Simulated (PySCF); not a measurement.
Working with the constants of WCl⁺

UHF-CCSD(T) constants of WCl⁺, ⁵Π (quintet), unpaired electrons σ ↑, π ↑, δ ↑↑ (PySCF, scalar-relativistic core potentials, basis sets W def2-TZVPPD with ECP60, Cl def2-TZVPPD; masses 183.9509 and 34.9689 u):

* ωe: 475.0 cm⁻¹
* ωexe: 1.19 cm⁻¹
* Be: 0.12219 cm⁻¹
* αe: 0.000411 cm⁻¹
* D (centrifugal): 3.23e-08 cm⁻¹

Question: Give the vibrational terms G(v) and spacings up to v = 6.

Answer: G(v) = ωe(v+½) − ωexe(v+½)².

| v | G(v) (cm⁻¹) | G(v) − G(v−1) | Bv (cm⁻¹) |
| --- | --- | --- | --- |
| 0 | 237.2 |  | 0.1220 |
| 1 | 709.8 | 472.6 | 0.1216 |
| 2 | 1180.1 | 470.2 | 0.1212 |
| 3 | 1647.9 | 467.9 | 0.1208 |
| 4 | 2113.4 | 465.5 | 0.1203 |
| 5 | 2576.5 | 463.1 | 0.1199 |
| 6 | 3037.2 | 460.7 | 0.1195 |

Correlated steps freeze 5 core orbitals. De is left out where the level can put another filling of the metal’s s and d shells below the measured ground configuration, by anything from nothing to about 1 eV. These are scalar-relativistic numbers at best; spin–orbit coupling would shift them, the dissociation energy most. The state is the lowest single determinant that the PBE0 search found; with open d or f shells the true ground state can be another one.
